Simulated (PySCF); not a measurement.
Al(Me)(SH)2 (CH₅AlS₂), SMILES [CH3][Al]([SH])[SH]. Atoms are numbered in the order given.

```xyz
9

Al     0.3601    -0.0655    -0.0246
C      2.2565    -0.4582    -0.1608
H      2.4105    -1.5373    -0.3294
H      2.7952    -0.1905     0.7617
H      2.7251     0.0760    -1.0021
S     -0.6294    -0.1848     1.9285
H     -1.8666     0.1232     1.4828
S     -0.7656     0.4680    -1.8290
H     -1.9634     0.5979    -1.2188
```
Charge 0, spin multiplicity 1.

Coordinates come from a PBE0-D3(BJ)/def2-SVP optimisation. One conformer was computed; it need not be the lowest.

All values below come from PBE0-D3(BJ)/def2-SVP (PySCF).

Frequencies are harmonic and unscaled.

Computed vibrational spectrum:
```
mode  ν (cm⁻¹)  IR (km/mol)  Raman (Å⁴/amu)  depolarisation  moving atoms (share of kinetic energy)
----  --------  -----------  --------------  --------------  --------------------------------------
1            8          0.0             0.2            0.75                                  H 98 %
2          141         13.3             3.0            0.61         S 58 %, Al 18 %, H 13 %, C 11 %
3          141          2.4             1.7            0.73          C 35 %, S 31 %, H 26 %, Al 9 %
4          175         12.6             0.2            0.72                 Al 66 %, H 15 %, S 12 %
5          183          0.1             0.1            0.75                                  H 98 %
6          262         44.6             2.9            0.75                                  H 93 %
7          393         13.0            22.0            0.10                 S 69 %, C 17 %, Al 10 %
8          530         46.6             7.4            0.75                 Al 45 %, H 30 %, S 24 %
9          587          3.5             3.5            0.75                           H 82 %, S 9 %
10         637         36.7            11.0            0.49                  H 66 %, C 20 %, Al 9 %
11         655         29.0             2.8            0.67                          H 77 %, C 18 %
12         707         46.8             1.3            0.06                 H 41 %, Al 38 %, C 20 %
13         733        140.2             1.1            0.75                 H 64 %, Al 16 %, C 14 %
14        1212         24.3             2.2            0.00                          H 79 %, C 21 %
15        1418          1.4            10.1            0.75                                  H 96 %
16        1422          4.3             8.5            0.75                                  H 95 %
17        2720          1.0             2.2            0.74                                  H 97 %
18        2723          0.3           226.0            0.29                                  H 97 %
19        3051          0.6           133.4            0.00                                  H 97 %
20        3151          1.1            88.0            0.74                           H 91 %, C 9 %
21        3165          1.3            93.1            0.75                           H 91 %, C 9 %
```
